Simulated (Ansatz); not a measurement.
`CB(O)C=[Se]` and `CB(N)C=[Se]` differ in one atom or group.

Ansatz, PBE0-D4/def2-TZVP geometries, multiplicity 1. Each molecule was computed in one conformer, which needn't be the lowest.

Scalar relativity is left out up to krypton.

```
                                          property  `CB(O)C=[Se]`
                 LUMO energy (PBE/def2-TZVPP) / eV          -4.21
    size of the dipole moment (PBE/def2-TZVPP) / D           1.05
size of the dipole moment (ωB97M-V/def2-TZVPP) / D           1.08
               HOMO–LUMO gap (PBE/def2-TZVPP) / eV           1.33
               HOMO energy (B3LYP/def2-TZVPP) / eV          -6.46
              HOMO–LUMO gap (PBE0/def2-TZVPP) / eV           3.31
```

Problem. What does the change do to each property? (Estimate.)

Solution. Ansatz gave: 
| property | `CB(N)C=[Se]` | shift |
| --- | --- | --- |
| LUMO energy (PBE/def2-TZVPP) / eV | -3.62 | 0.59 |
| size of the dipole moment (PBE/def2-TZVPP) / D | 3.39 | 2.34 |
| size of the dipole moment (ωB97M-V/def2-TZVPP) / D | 3.23 | 2.15 |
| HOMO–LUMO gap (PBE/def2-TZVPP) / eV | 1.16 | -0.17 |
| HOMO energy (B3LYP/def2-TZVPP) / eV | -5.74 | 0.72 |
| HOMO–LUMO gap (PBE0/def2-TZVPP) / eV | 3.15 | -0.16 |

With PBE0 the HOMO rises by 0.72 eV and the LUMO rises by 0.55 eV, so the gap narrows by about 0.17 eV. PBE moves the HOMO by 0.74 eV and ωB97M-V by 0.68 eV. Dipoles are sizes alone; their direction can turn.

B3LYP here is the variant with VWN-RPA as its local correlation; programs differ in this.

Spin–orbit coupling is left out; it splits and shifts lone-pair levels of the heavy atoms by tenths of an eV.
